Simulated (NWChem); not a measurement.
System: CrHS2OF; SMILES [OH][Cr]([F])(=[S])=[S]

Here is an NWChem input.

```
start job
memory heap 200 mb stack 900 mb global 1100 mb
geometry units angstroms noautoz
  Cr    -0.208711    -0.005701     0.064972
  S      0.984385     0.019313     1.667744
  S      0.898629    -0.267770    -1.579236
  F     -1.064931     1.470324    -0.055404
  O     -1.321359    -1.326382     0.242931
  H     -1.604932    -1.713768    -0.612908
end
basis spherical
  * library 6-31g*
end
dft
  xc xpbe96 cpbe96
  iterations 150
  mulliken
end
task dft energy
```

Output (shortened):

```
             Northwest Computational Chemistry Package (NWChem) 7.3.0
             --------------------------------------------------------

 C1  symmetry detected

                             Geometry "geometry" -> ""
                             -------------------------

 Output coordinates in angstroms (scale by  1.889725989 to convert to a.u.)

  No.       Tag          Charge          X              Y              Z
 ---- ---------------- ---------- -------------- -------------- --------------
    1 Cr                  24.0000    -0.25711039    -0.00631910    -0.00433436
    2 S                   16.0000     0.87358145    -1.65289506     0.05315835
    3 S                   16.0000     0.92112946     1.60748314     0.07113212
    4 F                    9.0000    -1.33571293     0.01452720     1.32323291
    5 O                    8.0000    -1.14759988    -0.01679090    -1.49455987
    6 H                    1.0000    -1.34250971     0.88183153    -1.83724025

 Effective nuclear repulsion energy (a.u.)     494.5938514578

  pbe96 is a nonlocal functional; adding pw91lda local functional.

                                 NWChem DFT Module
                                 -----------------

 Summary of "ao basis" -> "ao basis" (spherical)
 ------------------------------------------------------------------------------
       Tag                 Description            Shells   Functions and Types
 ---------------- ------------------------------  ------  ---------------------
 Cr                          6-31g*                 12       34   5s4p2d1f
 S                           6-31g*                  8       18   4s3p1d
 F                           6-31g*                  6       14   3s2p1d
 O                           6-31g*                  6       14   3s2p1d
 H                           6-31g*                  2        2   2s

            General Information
            -------------------
          SCF calculation type: DFT
          Wavefunction type:  closed shell.
          No. of atoms     :     6
          No. of electrons :    74
           Alpha electrons :    37
            Beta electrons :    37
          Charge           :     0
          Spin multiplicity:     1
          Use of symmetry is: off; symmetry adaption is: off
          Maximum number of iterations: 150
          AO basis - number of functions:   100
                     number of shells:    42
          Convergence on energy requested:  1.00D-06
          Convergence on density requested:  1.00D-05
          Convergence on gradient requested:  5.00D-04

              XC Information
              --------------
          PerdewBurkeErnzerhof Exchange Functional  1.000
            Perdew 1991 LDA Correlation Functional  1.000 local
           PerdewBurkeErnz. Correlation Functional  1.000 non-local

             Grid Information
             ----------------
          Grid used for XC integration:  medium
          Radial quadrature: Mura-Knowles
          Angular quadrature: Lebedev.
          Tag              B.-S. Rad. Rad. Pts. Rad. Cut. Ang. Pts.
          ---              ---------- --------- --------- ---------
          Cr                  1.40      112           8.0       590
          S                   1.00       88          10.0       590
          F                   0.50       49           9.0       434
          O                   0.60       49           9.0       434
          H                   0.35       45          11.0       434
          Grid pruning is: on
          Number of quadrature shells:   431
          Spatial weights used:  Erf1

      Superposition of Atomic Density Guess
      -------------------------------------

 Sum of atomic energies:       -2012.60833697

      Non-variational initial energy
      ------------------------------

 Total energy =   -2012.701449
 1-e energy   =   -3762.205389
 2-e energy   =    1254.910089
 HOMO         =      -0.312721
 LUMO         =      -0.060724

     ---------------------------------------------
      Total Density - Mulliken Population Analysis
     ---------------------------------------------

    Atom       Charge   Shell Charges
 -----------   ------   -------------------------------------------------------
    1 Cr  24    20.73   2.00  2.00  6.00  2.00  6.00  0.42  0.49  0.04  0.04  0.70  1.02  0.02
    2 S   16    17.00   2.00  2.00  5.98  1.37  3.43  0.51  1.69  0.02
    3 S   16    17.00   2.00  2.00  5.98  1.37  3.43  0.51  1.69  0.02
    4 F    9     9.70   2.00  0.96  3.51  1.02  2.21  0.01
    5 O    8     9.14   2.00  0.94  3.17  0.94  2.07  0.01
    6 H    1     0.43   0.34  0.09

[...]
```

Level: PBE/6-31G* (spherical d). Coordinates come from a PBE-D3(BJ)/def2-SVP optimisation.
